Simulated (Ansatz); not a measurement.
N2 (SMILES N#N), singlet, at a GFN2-xTB geometry; WB97X-V/6-31G** in Ansatz (an electronic-structure program).

Ansatz was given this input:
Ansatz 0.2 input:
```yaml
crystal:
  periodic: [false, false, false]
  atoms:
    - {symbol: N, position_ang: [-0.00000000, -0.00000000, -0.54911021]}
    - {symbol: N, position_ang: [0.00000000, 0.00000000, 0.54911021]}
basis:
  gaussian:
    orbitals: 6-31G__.json
hamiltonian:
  xc: {name: wB97X-V}
accuracy: high
```
The basis file holds 6-31G** in the JSON format of the Basis Set Exchange.

Problem. Predict the main parts of the log of this Ansatz run.

Solution. 
```
Functional definition: wB97X-V
530 factors; integrals over basis functions are off by at most 2.5e-9 eV
141 factors; integrals over basis functions are off by at most 1.9e-9 eV
mean field evaluation 1: about -2979.2531 eV, gradient 9.9e0 eV
mean field evaluation 2: about -2979.4427 eV, gradient 2.9e0 eV
mean field evaluation 4: about -2979.4598 eV, gradient 5.2e-2 eV
mean field evaluation 8: about -2979.4594 eV, gradient 3.2e-4 eV
mean field evaluation 16: about -2979.4594 eV, gradient 2.7e-9 eV
mean field -2979.45940430 eV, -109.4931135577 hartree, gradient 2.7e-9 eV, S^2 0.000000; 0 other end points of the search recorded, 0 dependent functions left out
reference -2979.45940424 eV, -109.4931135558 hartree; 7, 7 occupied and 23, 23 virtual orbitals, 530 factors
Total energy: -2979.45940424 eV, -109.4931135558 hartree
```
